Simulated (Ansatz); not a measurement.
Gas-phase electronic energies from Ansatz, PBE0-D4/def2-TZVP geometries. CBS: MP2 limit from def2 TZ/QZ plus the TZ coupled-cluster correction, frozen cores. This one scheme is used for every species. DFT in def2-TZVPP. Each species was taken in one conformer, which may not be the lowest.

Consider the ligand exchange at the Si–O bond: `C[SiH2][SiH](O)O` + H–F → `C[SiH2][SiH](O)F` + H₂O.

| level | ΔE (kJ/mol) |
| --- | --- |
| PBE | -45.3 |
| HF/def2-TZVPP | -53.3 |
| CCSD/def2-TZVPP | -45.0 |
| SCS-MP2/def2-QZVPP | -45.9 |

(1) What does CCSD(T)/CBS give? (Estimate.)

Largest T1 diagnostic among the species: 0.012.

Answers

(1) The calculation gave: -45.1 kJ/mol. The listed levels differ from it by -0.2, -8.2, 0.1, -0.8 kJ/mol.

The D4 term adds +3.5 kJ/mol with B3LYP and +2.0 kJ/mol with PBE0; it sums over pairs of atoms, weighted by their polarisabilities, and B3LYP, whose exchange is more repulsive, gets the larger term. In def2-TZVPP, CCSD(T) changes the Hartree–Fock value by +10.0 kJ/mol (the triples alone add +1.7 kJ/mol) and MP2 by +11.7 kJ/mol.

CCSD(T)/CBS has its own doubt, a few kJ/mol and more with outer-core shells, so smaller differences from it don't rank the levels.

B3LYP here is the variant with VWN-RPA as its local correlation; programs differ in this.
